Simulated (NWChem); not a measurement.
Molecule: C2H6OSi; SMILES C=CO[SiH3]

```xyz
10

C      0.1009     2.3653    -0.0792
C     -0.3644     1.1254     0.0670
O      0.4379     0.0382     0.1116
Si    -0.0395    -1.5620    -0.0365
H      1.1707     2.5564    -0.1871
H     -0.5929     3.2064    -0.0860
H     -1.4413     0.9305     0.1789
H     -0.3156    -1.9044    -1.4634
H      1.0882    -2.3791     0.4802
H     -1.2785    -1.7920     0.7683
```
Atoms are numbered in this order, from 1.

Program: NWChem. All runs use the structure optimised with PBE0/def2-SVP. B3LYP is NWChem's, with the RPA form of VWN correlation.

For level B3LYP/def2-TZVP:

* **highest occupied level (eV)**: -6.66
* **orbital gap (eV)**: 6.52

Q: Estimate the same quantities for level PBE/def2-TZVP.

A: The highest occupied level (eV) is -5.72 and the orbital gap (eV) comes out as 4.89.
